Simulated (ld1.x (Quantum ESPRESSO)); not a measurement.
**Building the TM potential for molybdenum (Mo) (LDA (PZ), non-relativistic).**

The input file (ld1.x (Quantum ESPRESSO) 7.5):

```
&input
   title='Mo', zed=42., rel=0, dft='PZ', iswitch=3,
   config='[Kr] 4d4 5s0 5p0',
   nld=3, rlderiv=1.95, eminld=-8.0, emaxld=5.0, deld=0.04
 /
 &inputp
   pseudotype=2, tm=.true., lloc=0,
   nlcc=.true., new_core_ps=.true.,
   file_pseudopw='Mo.UPF', file_wfcaegen='ae.wfc', file_wfcncgen='nc.wfc', file_beta='beta', file_chi='chi'
 /
3
4P  2  1   6.00   0.00  1.55  1.55  0.0
4D  3  2   4.00   0.00  1.80  1.80  0.0
4S  1  0   2.00   0.00  1.05  1.05  0.0
 &test
   configts(1)='4s2 4p6 4d4 5s0 5p0'
 /
```

Command:

```bash
ld1.x < Mo.in > Mo.out
```

Resulting log (shortened: banner, matrices, multipoles, cross overlaps and the repeated all-electron block are left out):

```
Program LD1 v.7.5
     --------------------------- All-electron run ----------------------------

     Mo

     atomic number is 42.00
     dft =PZ   lsd =0 sic =0 latt =0  beta=0.20 tr2=1.0E-14
     Exchange-correlation= PZ
                           (   1   1   0   0   0   0   0)
     mesh =1229 r(mesh) = 100.71859 a.u. xmin = -7.00 dx = 0.01250
     1 Ry =  13.60569312 eV

     n l     nl                  e(Ry)          e(Ha)          e(eV)
     1 0     1S 1( 2.00)     -1419.8438      -709.9219    -19317.9592
     2 0     2S 1( 2.00)      -198.3880       -99.1940     -2699.2062
     2 1     2P 1( 6.00)      -182.9636       -91.4818     -2489.3471
     3 0     3S 1( 2.00)       -34.7399       -17.3699      -472.6603
     3 1     3P 1( 6.00)       -28.8065       -14.4032      -391.9318
     4 0     4S 1( 2.00)        -5.8254        -2.9127       -79.2584
     4 1     4P 1( 6.00)        -4.1259        -2.0629       -56.1351
     3 2     3D 1(10.00)       -17.8927        -8.9464      -243.4431
     4 2     4D 1( 4.00)        -1.5686        -0.7843       -21.3421
     5 0     5S 1( 0.00)        -1.2809        -0.6404       -17.4271
     5 1     5P 1( 0.00)        -0.9309        -0.4654       -12.6650

     final scf error:  3.5E-15 reached in  33 iterations

     Etot =   -7944.319817 Ry,   -3972.159909 Ha, -108087.977502 eV

     Ekin =    7938.894355 Ry,    3969.447177 Ha,  108014.160329 eV
     Encl =  -18872.001932 Ry,   -9436.000966 Ha, -256766.666897 eV
     Eh   =    3222.115887 Ry,    1611.057944 Ha,   43839.119971 eV
     Exc  =    -233.328128 Ry,    -116.664064 Ha,   -3174.590905 eV

     normalization and overlap integrals

     s(1S/1S) =  1.000000  <r> =   0.0363  <r2> =    0.0018  r(max) =   0.0241
     s(2S/2S) =  1.000000  <r> =   0.1589  <r2> =    0.0297  r(max) =   0.1336
     s(2P/2P) =  1.000000  <r> =   0.1361  <r2> =    0.0226  r(max) =   0.1054
     s(3S/3S) =  1.000000  <r> =   0.4417  <r2> =    0.2233  r(max) =   0.3965
     s(3P/3P) =  1.000000  <r> =   0.4363  <r2> =    0.2214  r(max) =   0.3819
     s(4S/4S) =  1.000000  <r> =   1.1303  <r2> =    1.4486  r(max) =   1.0124
     s(4P/4P) =  1.000000  <r> =   1.2371  <r2> =    1.7537  r(max) =   1.0777
     s(3D/3D) =  1.000000  <r> =   0.4147  <r2> =    0.2067  r(max) =   0.3206
     s(4D/4D) =  1.000000  <r> =   1.7103  <r2> =    3.4864  r(max) =   1.3329
     s(5S/5S) =  1.000000  <r> =   2.9648  <r2> =    9.8590  r(max) =   2.6507
     s(5P/5P) =  1.000000  <r> =   3.4865  <r2> =   13.6786  r(max) =   3.1184

     ------------------------ End of All-electron run ------------------------

     --------------------- Generating NC pseudopotential ---------------------

      Generating local pot.: lloc=0, matching radius rcloc =   1.0500

      Computing core charge for nlcc:

       r > 0.73 : true rho core
      Core charge pseudized with two Bessel functions
      Integrated core pseudo-charge :  15.64

      Wfc   4P  rcut= 1.549  Using Troullier-Martins method

      Wfc   4D  rcut= 1.799  Using Troullier-Martins method

     ------------------- End of pseudopotential generation -------------------

     Computing logarithmic derivative in   1.95150
     Computing logarithmic derivative in   1.95150
     Computing the partial wave expansion
       no projector for channel:   0
     R is outside the sphere for l=    1 j= 0.00
     R is outside the sphere for l=    2 j= 0.00

     ---------------------- Testing the pseudopotential ----------------------

     Mo

     atomic number is 42.00   valence charge is 14.00
     dft =PZ   lsd =0 sic =0 latt =0  beta=0.20 tr2=1.0E-14
     mesh =1229 r(mesh) = 100.71859 xmin = -7.00 dx = 0.01250

     n l     nl             e AE (Ry)        e PS (Ry)    De AE-PS (Ry)
     1 0     4S   1( 2.00)       -5.82538       -5.82538       -0.00000
     2 1     4P   1( 6.00)       -4.12585       -4.12585        0.00000
     3 2     4D   1( 4.00)       -1.56862       -1.56862       -0.00000
     2 0     5S   1( 0.00)       -1.28087       -1.28886        0.00799  !
     3 1     5P   1( 0.00)       -0.93086       -0.93705        0.00619  !

     eps = 1.0E-14  iter =  6

     Etot =   -7944.319817 Ry,   -3972.159909 Ha, -108087.977502 eV
     Etotps =  -191.744131 Ry,     -95.872066 Ha,   -2608.811806 eV

     Ekin =      43.512853 Ry,      21.756426 Ha,     592.022524 eV
     Encl =    -251.038812 Ry,    -125.519406 Ha,   -3415.557037 eV
     Ehrt =      94.650188 Ry,      47.325094 Ha,    1287.781416 eV
     Ecxc =     -74.955703 Ry,     -37.477852 Ha,   -1019.824294 eV
     (Ecc =     -58.015365 Ry,     -29.007683 Ha,    -789.339257 eV)
     Epseu=      -3.912657 Ry,      -1.956329 Ha,     -53.234415 eV

     ---------------------- End of pseudopotential test ----------------------
```

Generation and configuration tests took about 2.7 s on one core of a shared server CPU.
